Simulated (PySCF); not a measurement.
Compound: C₇H₁₂Si.
SMILES: `CC(C1C=C[SiH2]C=1)C`

A linear-response calculation (PySCF, def2-SVPD basis, gas phase, vertical, core orbitals frozen in the response) gave these numbers; the functional is withheld.

Orbital energies (eV): HOMO-3 -8.73, HOMO-2 -8.59, HOMO-1 -8.58, HOMO -6.66, LUMO -1.40, LUMO+1 0.61, LUMO+2 0.87.

```json
{"state": "S1", "E (eV)": "4.40", "f": "0.047", "main configurations (H = HOMO, L = LUMO)": "H→L (98%)"}
{"state": "S2", "E (eV)": "5.63", "f": "0.0001", "main configurations (H = HOMO, L = LUMO)": "H-2→L (81%), H-3→L (16%)"}
{"state": "S3", "E (eV)": "5.87", "f": "0.0017", "main configurations (H = HOMO, L = LUMO)": "H-3→L (81%), H-2→L (16%)"}
{"state": "S4", "E (eV)": "6.19", "f": "0.0026", "main configurations (H = HOMO, L = LUMO)": "H→L+1 (92%)"}
{"state": "S5", "E (eV)": "6.21", "f": "0.095", "main configurations (H = HOMO, L = LUMO)": "H-1→L (77%), H→L+4 (22%)"}
{"state": "S6", "E (eV)": "6.34", "f": "0.0064", "main configurations (H = HOMO, L = LUMO)": "H→L+2 (96%)"}
```

Triplets (Tamm–Dancoff): T1 2.70 eV, H→L (96%); T2 4.57 eV, H-1→L (62%), H→L+4 (26%); T3 5.22 eV, H-2→L (67%), H-3→L (26%); T4 5.35 eV, H-3→L (67%), H-2→L (28%).

Vertical ionisation energy by ΔSCF with the same functional: 8.41 eV. Mean static polarisability: 108.9 au.

Question: Which of these was used?
A. PBE0
B. HF
C. wB97X-D
D. PBE

Answer: A. PBE0 is a global hybrid with 25% exact exchange. In this run −ε(HOMO) = 6.66 eV differs from the ΔSCF value by -1.75 eV, and S1 differs from the orbital gap of 5.26 eV by -0.86 eV. The ratio −ε(HOMO)/IP is 0.79. Usual ranges for neutral molecules in this basis: 0.7 to 0.83 with PBE0, 0.5 to 0.7 with PBE, 0.89 to 0.99 with wB97X-D; with Hartree–Fock the ratio is 1 or more (Koopmans' value less the relaxation energy is the ΔSCF value). The other options: PBE, a GGA without exact exchange; HF, time-dependent Hartree–Fock, 100% exact exchange; wB97X-D, range-separated, 22% exact exchange at short range and 100% at long range (ω = 0.2 bohr⁻¹).

Computed, not measured: TDDFT PBE0/def2-SVPD, vertical, gas phase, core orbitals frozen in the response (PySCF). Isolated species at its PBE0-D3(BJ)/def2-SVP geometry (one conformer only).

The values belong to the conformer `[CH3:1][CH:2]([CH3:3])[C:4]1=[CH:5][SiH2:6][CH:7]=[CH:8]1`: C1–C2–C4–C5 118°.
